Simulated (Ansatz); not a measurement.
Born–Oppenheimer molecular dynamics of ClF2GeH6NOSi (13 atoms, charge 0, multiplicity 1). It starts at the highest image of a converged band, a first-order saddle point between two minima.

Level of theory: Ansatz 0.2.0, RKS PBE/def2-SVP.

```json
{
  "ensemble": "NVE (velocity Verlet)",
  "time step": "0.5 fs",
  "steps asked": "200",
  "starting velocities drawn for": "300 K",
  "seed": "2265"
}
```

First frame:

```xyz
13
Properties=species:S:1:pos:R:3
Ge 0.177 0.247 -0.011
O 0.512 -0.136 1.945
H -0.349 -0.272 2.390
Cl 1.471 -1.297 -0.771
F -0.223 1.139 -1.494
F -1.506 -0.153 0.326
N 1.129 1.804 0.775
H 2.135 1.717 0.557
Si 0.485 3.452 0.427
H 0.840 3.897 -0.957
H -0.997 3.372 0.625
H 1.091 4.393 1.431
H 0.875 1.046 1.796
```

(1) How far do the bonds stretch over the last three quarters of this one trajectory? (Pairs bonded in most of those frames.)

Results:

(1) 
```
   bond  mean (Å)  spread (Å)  shortest  longest
 Ge1–O2     1.802       0.051      1.73     1.89
Ge1–Cl4     2.216       0.059      2.11     2.29
 Ge1–F5     1.830       0.051      1.74     1.90
 Ge1–F6     1.769       0.014      1.75     1.79
 Ge1–N7     2.240       0.056      2.11     2.32
  O2–H3     0.978       0.011      0.96     1.00
  N7–H8     1.031       0.015      1.00     1.06
 N7–Si9     1.854       0.050      1.78     1.92
 N7–H13     1.037       0.038      0.98     1.10
Si9–H10     1.496       0.028      1.45     1.54
Si9–H11     1.495       0.020      1.47     1.52
Si9–H12     1.505       0.025      1.47     1.54
```

Mean temperature of the second half: 273 K. The conserved energy stayed within 0.082 meV per atom of its start (net change -0.019 meV per atom), so the integration is sound. A run of 0.1 ps of so small a system gives no equilibrium averages. The orbitals stay closed-shell, which can raise the energy where a bond breaks towards radicals; this wasn't checked here.

The run took 8.1 min on 4 threads of Arm Neoverse V2 (shared host), peak memory 0.24 GiB.
